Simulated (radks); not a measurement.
The numbers below are computed, except where a source is named.
Charge is removed step by step from the 4s down level of As, starting from [Ar] 3d10 4s(up 1, down 1) 4p3. Code: a radial shooting solver on a logarithmic mesh with Libxc functionals. Model: scalar-relativistic Kohn-Sham, PBEsol, spin-polarised, spherical densities, point nucleus; open shells are filled with parallel spins first.

removed (e)  E - E(0) (eV)  eigenvalue (eV)  E minus straight line (eV)
0                    0.000          -12.899                       0.000
0.25                 3.474          -14.908                      -0.788
0.5                  7.460          -16.995                      -1.065
0.75                11.978          -19.168                      -0.809
1                   17.049          -21.307                       0.000

Removing the whole electron costs 17.049 eV by Delta-SCF, against 12.899 eV from minus the eigenvalue at the starting occupation. Slater's transition state (half an electron removed) gives 16.995 eV. Integrating minus the eigenvalue over the occupation (Janak's theorem) gives 17.042 eV. In this scalar-relativistic scheme the density is built from large components alone, so the theorem holds only approximately. The mean slope of the eigenvalue, de/dn, is 8.41 eV per electron.
